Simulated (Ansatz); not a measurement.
Reaction (cleavage of the Sb–Si bond): `Cl[SiH2][SbH2]` + `O[SiH3]` → `[SiH3][O][SbH2]` + `[SiH3]Cl`

Gas-phase electronic energies from Ansatz, PBE0-D4/def2-TZVP geometries. CBS: MP2 limit from def2 TZ/QZ plus the TZ coupled-cluster correction, frozen cores. This one scheme is used for every species. DFT in def2-TZVPP. Elements past krypton have def2 core potentials. For Sb outer-core shells are correlated without core-valence functions, which leaves a few kJ/mol of doubt a bond.

`Cl[SiH2][SbH2]`:

Z-matrix (Å, degrees):
```
Si
Sb 1 2.569
Cl 1 2.060 2 113.2
H 1 1.484 2 109.7 3 -120.1
H 1 1.484 2 109.7 3 120.1
H 2 1.707 1 90.3 3 45.6
H 2 1.707 1 90.3 3 -46.1
```

`O[SiH3]`:

```xyz
6

O     0.734   -0.958    0.430
Si   -0.329    0.218   -0.016
H     1.593   -0.970    0.006
H     0.210    1.579    0.258
H    -1.550   -0.011    0.789
H    -0.658    0.141   -1.467
```

`[SiH3][O][SbH2]`:

Cartesian coordinates in Å:
```
Si 0.831 -1.063 -0.397
O -0.141 0.249 -0.369
Sb -0.777 1.403 1.088
H 0.028 -2.312 -0.508
H 1.649 -1.147 0.849
H 1.741 -0.970 -1.567
H -0.894 2.784 0.080
H -2.437 1.055 0.825
```

`[SiH3]Cl`:

Cartesian coordinates in Å:
```
Si -0.036 -0.009 -0.123
Cl 0.539 0.139 1.843
H 1.155 -0.342 -0.938
H -0.604 1.291 -0.546
H -1.054 -1.078 -0.236
```

| species | PBE energy (Eh) |
| --- | --- |
| `Cl[SiH2][SbH2]` | -992.06450 |
| `O[SiH3]` | -366.95617 |
| `[SiH3][O][SbH2]` | -607.79766 |
| `[SiH3]Cl` | -751.20853 |

Work out ΔE.

ΔE = (-607.79766) + (-751.20853) − (-992.06450) − (-366.95617) = 0.01448 Eh = +9.1 kcal/mol. CCSD(T)/CBS gives +6.5 kcal/mol.

Largest T1 diagnostic among the species: 0.014.

In def2-TZVPP, CCSD(T) changes the Hartree–Fock value by +4.0 kcal/mol (the triples alone add +0.4 kcal/mol) and MP2 by +4.9 kcal/mol. Leaving LDA and LC-ωPBE aside and taking each functional with its dispersion term where it has one, the values, not all of them listed here, spread over 6.3 kcal/mol, from B97M-V to HSE06-D4. LDA lies +2.2 kcal/mol from PBE without D4. From r2SCAN to r2SCAN0 (25 % exact exchange), in def2-TZVPP and without D4, ΔE moves by +1.1 kcal/mol.
